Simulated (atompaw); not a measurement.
# Logarithmic derivatives: palladium (Pd), PAW (atompaw)

Pd, PAW, made with atompaw 4.2.0.5 (PBEsol, scalar-relativistic). Core [Ar] 3d10, reference 4s2 4p6 4d9.5 5s0 5p0 (charge +0.5). Waves: 4s (bound): rc 1.60 bohr; 5s (bound, empty): rc 1.45 bohr; 4p (bound): rc 1.70 bohr; 5p (bound, empty): rc 1.70 bohr; 4d (bound): rc 1.70 bohr; 4d channel at 0.8 Ry: rc 1.70 bohr. Local part: bessel scheme, radius 1.40 bohr. Core correction: smooth core density matched at 1.40 bohr. Augmentation charge: besselshape compensation charge, radius 1.64 bohr; PAW radius 1.70 bohr; waves and projectors: custom polynom vanderbiltortho.

The phase is arctan(r·u′/u) with u = r·R(r), unwrapped; energies in Ry, scanned from -9 to 5 Ry. A pole is an energy at which the radial function vanishes at the test radius. The pseudo phase is shifted by a multiple of π to meet the all-electron one at the reference energy, and phase errors are pseudo minus all-electron; the curves can meet again beyond the range given. Levels narrower than the energy grid can be missing from the lists of poles.

**Question.** For each channel, where are the poles, and over which energies does the pseudopotential scatter like the atom?

**Answer.**

| channel | radius (bohr) | reference energy (Ry) | poles, all-electron | poles, pseudo | unbroken range about the reference energy with phases within 0.05 rad | phase error 1 Ry above the reference energy (rad) |
| --- | --- | --- | --- | --- | --- | --- |
| s | 1.71 | -0.51 | -6.15 | -6.15 | the whole range | -0.000 |
| p | 1.71 | -0.21 | -3.31 | -3.31 | the whole range | +0.000 |
| d | 1.71 | -0.66 | 1.21 | 1.21 | the whole range | -0.000 |

Phases in the p channel:

| E (Ry) | all-electron | pseudo |
| --- | --- | --- |
| -9.00 | 1.330 | 1.330 |
| -8.52 | 1.317 | 1.317 |
| -8.04 | 1.301 | 1.301 |
| -7.56 | 1.281 | 1.282 |
| -7.08 | 1.255 | 1.255 |
| -6.60 | 1.218 | 1.218 |
| -6.12 | 1.159 | 1.159 |
| -5.64 | 1.052 | 1.053 |
| -5.16 | 0.789 | 0.790 |
| -4.68 | -0.155 | -0.155 |
| -4.20 | -1.178 | -1.178 |
| -3.72 | -1.467 | -1.467 |
| -3.24 | -1.583 | -1.583 |
| -2.76 | -1.649 | -1.649 |
| -2.28 | -1.694 | -1.694 |
| -1.80 | -1.730 | -1.730 |
| -1.32 | -1.762 | -1.762 |
| -0.84 | -1.792 | -1.792 |
| -0.36 | -1.823 | -1.823 |
| 0.12 | -1.856 | -1.856 |
| 0.60 | -1.894 | -1.894 |
| 1.08 | -1.938 | -1.938 |
| 1.56 | -1.994 | -1.994 |
| 2.04 | -2.066 | -2.066 |
| 2.52 | -2.163 | -2.163 |
| 3.00 | -2.303 | -2.303 |
| 3.48 | -2.511 | -2.512 |
| 3.96 | -2.822 | -2.823 |
| 4.44 | -3.230 | -3.232 |
| 4.92 | -3.632 | -3.635 |
